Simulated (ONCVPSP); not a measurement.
**Transferability test, ONCV potential for mercury**

```
Element                 : Hg (Z = 80)
Generator               : ONCVPSP 4.0.1
Type                    : optimised norm-conserving Vanderbilt (ONCV)
Functional              : PBEsol
Relativity              : fully relativistic
Frozen core             : [Kr] 4d10
Valence charge          : 34
Reference configuration : 4f14 5s2 5p6 5d10 6s2
Partial waves           : 5s+6s: rc 1.65 bohr, ncon 5, nbas 8, qcut 7.3 1/bohr, 2 projectors; 5p: rc 1.10 bohr, ncon 4, nbas 8, qcut 6 1/bohr, 2 projectors, debl 2.4 Ha; 5d: rc 1.50 bohr, ncon 4, nbas 8, qcut 6.9 1/bohr, 1 projector; 4f: rc 0.85 bohr, ncon 4, nbas 9, qcut 22.5 1/bohr, 2 projectors, debl 2.4 Ha
Local potential         : polynomial inside 0.60 bohr (lpopt 5, dvloc0 0 Ha)
Core correction         : polynomial model core, fcfact 0.55
```

Open shells are filled in proportion to 2j + 1.

In the f channel the program set the typed energies aside and used -3.448, 0.250 Ha (j = l + 1/2; the other j can differ).

Energies are relative to the spin-unpolarised reference configuration 4f14 5s2 5p6 5d10 6s2; without spin polarisation the order of configurations can differ from experiment.

```
    valence configuration  charge  ΔE all-electron (eV)  error AE − PS (meV)
    4f14 5s2 5p6 5d10 6s0      +2                29.768                 -6.9
4f14 5s2 5p6 5d10 6s1 6p1       0                 6.054                 -1.1
```

Task: What are ΔE and the potential's error for 4f14 5s2 5p6 5d10 6s1?

Result: ΔE = 10.754 eV all-electron; the error (AE − PS) is -1.2 meV.

Task: What are ΔE and the potential's error for 4f14 5s2 5p6 5d9 6s0?

Result: ΔE = 65.328 eV all-electron; the error (AE − PS) is +17 meV.

Levels in the configuration 4f14 5s2 5p6 5d10 6s1:

```tsv
level	all-electron (eV)	pseudo (eV)
4f j=7/2	-102.868	-102.967
4f j=5/2	-107.061	-107.160
5s j=1/2	-127.025	-127.048
5p j=3/2	-70.721	-70.723
5p j=1/2	-89.047	-89.058
5d j=5/2	-18.147	-18.144
5d j=3/2	-20.025	-20.021
6s j=1/2	-14.768	-14.771
```

Note: ghosts flagged at negative energy: s at -707.5 eV, p3/2 at -154.2 eV, p1/2 at -53.7 eV; GHOST(+) flagged for d5/2 at 31.5 eV, d3/2 at 45.5 eV. A true bound ghost makes a file unfit for plane-wave use.
